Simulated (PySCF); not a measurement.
[AgCl5]3- (charge -3 and doublet state).
Structure used (PBE0-D3(BJ)/def2-SVP), in Å, numbered top down from 1:
```xyz
6
AgCl5 angstrom
Ag     0.009    0.002    0.001
Cl    -0.040   -0.029    2.496
Cl     0.069    0.029   -2.493
Cl     2.810    0.022    0.059
Cl    -1.443    2.462    0.000
Cl    -1.404   -2.487   -0.063
```

Method used: PBE0-D3(BJ)/def2-SVP geometry optimisation, gas phase, def2 core potentials past Kr in PySCF.

(1) Which atoms are bound to Ag1, and at what distances?

(2) List the angles at Ag1.

(3) What is the shape at Ag1?

(4) What are the rotational constants (commonest isotopes, rigid rotor)?

Answers

(1) 5 atoms: Cl3 2.495 Å, Cl2 2.496 Å, Cl4 2.802 Å, Cl5 2.857 Å, Cl6 2.862 Å.

(2) 
| angle | degrees | distance of the outer atoms (Å) |
| --- | --- | --- |
| Cl2–Ag1–Cl3 | 179.7 | 4.99 |
| Cl4–Ag1–Cl5 | 120.1 | 4.90 |
| Cl4–Ag1–Cl6 | 120.0 | 4.91 |
| Cl5–Ag1–Cl6 | 119.9 | 4.95 |
| Cl3–Ag1–Cl5 | 90.1 | 3.80 |
| Cl2–Ag1–Cl6 | 90.1 | 3.80 |
| Cl2–Ag1–Cl5 | 90.0 | 3.80 |
| Cl3–Ag1–Cl6 | 89.9 | 3.80 |
| Cl2–Ag1–Cl4 | 89.9 | 3.75 |
| Cl3–Ag1–Cl4 | 89.8 | 3.75 |

(3) Trigonal bipyramidal: τ5 = (β − α)/60° = 0.99 from the two widest angles, 179.7° and 120.1° (0 for a square pyramid, 1 for a trigonal bipyramid). The Ag–Cl distances aren't all alike: 2.495 to 2.862 Å. Differences among atoms that C2v makes equivalent are scatter left by the optimiser.

(4) A = 597.1, B = 591.9, C = 585.0 MHz: an asymmetric top.

Point group: C2v (every atom within 0.08 Å of its image). Charge -3, doublet. ⟨S²⟩ = 0.753 (exact for a doublet: 0.75). Whether so highly charged an anion holds all its electrons in the gas phase wasn't checked; a finite basis holds them in any case. No counter-ion or solvent screens the charge of this multiply charged ion. PBE0-D3(BJ)/def2-SVP frequencies: not computed here.

Neither the SCF state along the optimisation nor the shape of the open-shell metal species was proved the lowest: other solutions of the same spin, or a structure of lower symmetry, can lie below.
